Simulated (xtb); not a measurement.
xtb input (GFN2-xTB):

```bash
xtb mol.xyz --gfn 2 --sp --chrg 0 --uhf 0
```
mol.xyz:
```
15

C     -2.16779296    -1.06596044     0.51225011
Si    -1.79402620     0.19661212    -0.80619904
C     -2.35254841     1.90498908    -0.31906182
O     -0.14815121     0.23940813    -1.07477916
Si     1.27434273     0.06947284    -0.35386023
Cl     1.64254989    -1.90948204     0.05381895
Cl     1.28591072     1.09440295     1.43207691
H     -1.70252252    -0.78801998     1.46068448
H     -1.79595598    -2.05254636     0.23077436
H     -3.24520528    -1.14383550     0.67635255
H     -2.39732033    -0.20093579    -2.09861023
H     -1.87957023     2.21289472     0.61585342
H     -3.43556824     1.93308075    -0.17716384
H     -2.09446120     2.63650442    -1.08706237
H      2.34960030     0.58457583    -1.20112429
```

Output:

```
           -------------------------------------------------
          |                Calculation Setup                |
           -------------------------------------------------

           -------------------------------------------------
          |                 G F N 2 - x T B                 |
           -------------------------------------------------

        Reference                      10.1021/acs.jctc.8b01176
      * Hamiltonian:
        H0-scaling (s, p, d)           1.850000    2.230000    2.230000
        zeta-weighting                 0.500000
      * Dispersion:
        s8                             2.700000
        a1                             0.520000
        a2                             5.000000
        s9                             5.000000
      * Repulsion:
        kExp                           1.500000    1.000000
        rExp                           1.000000
      * Coulomb:
        alpha                          2.000000
        third order                    shell-resolved
        anisotropic                    true
        a3                             3.000000
        a5                             4.000000
        cn-shift                       1.200000
        cn-exp                         4.000000
        max-rad                        5.000000

          ...................................................
          :                      SETUP                      :
          :.................................................:
          :  # basis functions                  60          :
          :  # atomic orbitals                  56          :
          :  # shells                           26          :
          :  # electrons                        44          :
          :  max. iterations                   250          :
          :  Hamiltonian                  GFN2-xTB          :
          :  restarted?                      false          :
          :  GBSA solvation                  false          :
          :  PC potential                    false          :
          :  electronic temp.          300.0000000     K    :
          :  accuracy                    1.0000000          :
          :  -> integral cutoff          0.2500000E+02      :
          :  -> integral neglect         0.1000000E-07      :
          :  -> SCF convergence          0.1000000E-05 Eh   :
          :  -> wf. convergence          0.1000000E-03 e    :
          :  Broyden damping             0.4000000          :
          :  net charge                          0          :
          :  unpaired electrons                  0          :
          ...................................................

 iter      E             dE          RMSdq      gap      omega  full diag
   1    -25.1727759 -0.251728E+02  0.648E+00    7.01       0.0  T
   2    -25.3394200 -0.166644E+00  0.405E+00    5.54       1.0  T
   3    -25.3534300 -0.140100E-01  0.238E+00    6.15       1.0  T
   4    -25.3517126  0.171736E-02  0.121E+00    5.58       1.0  T
   5    -25.3590011 -0.728848E-02  0.437E-01    5.90       1.0  T
   6    -25.3590326 -0.315076E-04  0.262E-01    5.83       1.0  T
   7    -25.3594469 -0.414280E-03  0.137E-01    5.85       1.0  T
   8    -25.3595062 -0.592631E-04  0.463E-02    5.89       1.0  T
   9    -25.3595140 -0.778873E-05  0.348E-02    5.87       1.0  T
  10    -25.3595201 -0.609017E-05  0.151E-02    5.88       1.7  T
  11    -25.3595206 -0.590803E-06  0.793E-03    5.88       3.3  T
  12    -25.3595209 -0.250062E-06  0.404E-03    5.88       6.4  T
  13    -25.3595210 -0.758564E-07  0.178E-03    5.88      14.5  T
  14    -25.3595210  0.189283E-08  0.141E-03    5.88      18.3  T
  15    -25.3595210 -0.112964E-07  0.611E-04    5.88      42.2  T
  16    -25.3595210 -0.149718E-08  0.471E-04    5.88      54.8  T

   *** convergence criteria satisfied after 16 iterations ***

         #    Occupation            Energy/Eh            Energy/eV
      -------------------------------------------------------------
         1        2.0000           -1.0603545             -28.8537
       ...           ...                  ...                  ...
        16        2.0000           -0.4596352             -12.5073
        17        2.0000           -0.4401617             -11.9774
        18        2.0000           -0.4365425             -11.8789
        19        2.0000           -0.4335530             -11.7976
        20        2.0000           -0.4302710             -11.7083
        21        2.0000           -0.4194813             -11.4147
        22        2.0000           -0.4108046             -11.1786 (HOMO)
        23                         -0.1947587              -5.2997 (LUMO)
        24                         -0.1890363              -5.1439
        25                         -0.1639175              -4.4604
        26                         -0.1434794              -3.9043
        27                         -0.1390394              -3.7835
       ...                                ...                  ...
        56                          0.8730635              23.7573
      -------------------------------------------------------------
                  HL-Gap            0.2160459 Eh            5.8789 eV
             Fermi-level           -0.3027817 Eh           -8.2391 eV

 SCC (total)                   0 d,  0 h,  0 min,  0.014 sec
 SCC setup                      ...        0 min,  0.000 sec (  0.549%)
 Dispersion                     ...        0 min,  0.000 sec (  0.347%)
 classical contributions        ...        0 min,  0.000 sec (  0.123%)
 integral evaluation            ...        0 min,  0.002 sec ( 15.582%)
 iterations                     ...        0 min,  0.007 sec ( 49.693%)
 molecular gradient             ...        0 min,  0.005 sec ( 32.790%)
 printout                       ...        0 min,  0.000 sec (  0.842%)

         :::::::::::::::::::::::::::::::::::::::::::::::::::::
         ::                     SUMMARY                     ::
         :::::::::::::::::::::::::::::::::::::::::::::::::::::
         :: total energy             -25.175734947784 Eh    ::
         :: gradient norm              0.039006747368 Eh/a0 ::
         :: HOMO-LUMO gap              5.878908410316 eV    ::
         ::.................................................::
         :: SCC energy               -25.359449451389 Eh    ::
         :: -> isotropic ES            0.065733610426 Eh    ::
         :: -> anisotropic ES          0.000710553868 Eh    ::
         :: -> anisotropic XC          0.003529956511 Eh    ::
         :: -> dispersion             -0.013365484220 Eh    ::
         :: repulsion energy           0.183714503605 Eh    ::
         :: add. restraining           0.000000000000 Eh    ::
         :: total charge              -0.000000000000 e     ::
         :::::::::::::::::::::::::::::::::::::::::::::::::::::

           -------------------------------------------------
          |                Property Printout                |
           -------------------------------------------------

    * Orbital Energies and Occupations

         #    Occupation            Energy/Eh            Energy/eV
      -------------------------------------------------------------
         1        2.0000           -1.0603545             -28.8537
       ...           ...                  ...                  ...
        10        2.0000           -0.5066875             -13.7877
        11        2.0000           -0.4783639             -13.0169
        12        2.0000           -0.4751826             -12.9304
        13        2.0000           -0.4719847             -12.8434
        14        2.0000           -0.4711770             -12.8214
        15        2.0000           -0.4615919             -12.5606
        16        2.0000           -0.4596352             -12.5073
        17        2.0000           -0.4401617             -11.9774
        18        2.0000           -0.4365425             -11.8789
        19        2.0000           -0.4335530             -11.7976
        20        2.0000           -0.4302710             -11.7083
        21        2.0000           -0.4194813             -11.4147
        22        2.0000           -0.4108046             -11.1786 (HOMO)
        23                         -0.1947587              -5.2997 (LUMO)
        24                         -0.1890363              -5.1439
        25                         -0.1639175              -4.4604
        26                         -0.1434794              -3.9043
        27                         -0.1390394              -3.7835
        28                         -0.1268232              -3.4510
        29                         -0.0481006              -1.3089
        30                         -0.0435503              -1.1851
        31                         -0.0379100              -1.0316
        32                          0.0113349               0.3084
        33                          0.0178652               0.4861
       ...                                ...                  ...
        56                          0.8730635              23.7573
      -------------------------------------------------------------
                  HL-Gap            0.2160459 Eh            5.8789 eV
             Fermi-level           -0.3027817 Eh           -8.2391 eV

     #   Z          covCN         q      C6AA      α(0)
     1   6 C        3.652    -0.212    25.072     7.191
     2  14 Si       3.542     0.558    97.821    19.063
     3   6 C        3.652    -0.211    25.057     7.189
     4   8 O        1.539    -0.424    21.395     6.240
     5  14 Si       3.395     0.592   104.886    20.189
     6  17 Cl       0.806    -0.233   106.415    15.781
     7  17 Cl       0.805    -0.239   106.610    15.795
     8   1 H        0.924     0.052     2.293     2.368
     9   1 H        0.924     0.046     2.364     2.405
    10   1 H        0.924     0.037     2.490     2.468
    11   1 H        0.913    -0.069     4.601     3.355
    12   1 H        0.924     0.053     2.283     2.363
    13   1 H        0.924     0.035     2.517     2.481
    14   1 H        0.924     0.044     2.394     2.419
    15   1 H        0.919    -0.029     3.609     2.971

 Mol. C6AA /au·bohr⁶  :       4647.332344
 Mol. C8AA /au·bohr⁸  :     176983.858338
 Mol. α(0) /au        :        112.276757

Wiberg/Mayer (AO) data.
largest (>0.10) Wiberg bond orders for each atom

 ---------------------------------------------------------------------------
     #   Z sym  total        # sym  WBO       # sym  WBO       # sym  WBO
 ---------------------------------------------------------------------------
     1   6 C    3.983 --    10 H    0.991     9 H    0.982     8 H    0.976
                             2 Si   0.923
     2  14 Si   3.743 --     1 C    0.923     4 O    0.921     3 C    0.918
                            11 H    0.879
     3   6 C    3.982 --    13 H    0.992    14 H    0.983    12 H    0.977
                             2 Si   0.918
     4   8 O    2.354 --     5 Si   1.209     2 Si   0.921
     5  14 Si   4.220 --     4 O    1.209     6 Cl   1.063     7 Cl   1.056
                            15 H    0.862
     6  17 Cl   1.210 --     5 Si   1.063
     7  17 Cl   1.202 --     5 Si   1.056
     8   1 H    0.997 --     1 C    0.976
     9   1 H    0.998 --     1 C    0.982
    10   1 H    0.999 --     1 C    0.991
    11   1 H    0.995 --     2 Si   0.879
    12   1 H    0.997 --     3 C    0.977
    13   1 H    0.999 --     3 C    0.992
    14   1 H    0.998 --     3 C    0.983
    15   1 H    0.999 --     5 Si   0.862
 ---------------------------------------------------------------------------

Topologies differ in total number of bonds
Writing topology from bond orders to xtbtopo.mol

molecular dipole:
Note: The following floating-point exceptions are signalling: IEEE_UNDERFLOW_FLAG IEEE_DENORMAL
normal termination of xtb
                 x           y           z       tot (Debye)
 q only:       -0.798       0.332      -0.623
   full:       -0.682       0.382      -0.464       2.311
molecular quadrupole (traceless):
                xx          xy          yy          xz          yz          zz
 q only:        5.199       1.778      -3.723      -1.867      -1.534      -1.475
  q+dip:        4.064       2.320      -3.051      -4.135      -2.013      -1.013
   full:        5.447       1.737      -3.157      -3.917      -2.011      -2.290

           -------------------------------------------------
          | TOTAL ENERGY              -25.175734947784 Eh   |
          | GRADIENT NORM               0.039006747368 Eh/α |
          | HOMO-LUMO GAP               5.878908410316 eV   |
           -------------------------------------------------

------------------------------------------------------------------------
------------------------------------------------------------------------
 total:
 SCF:
```
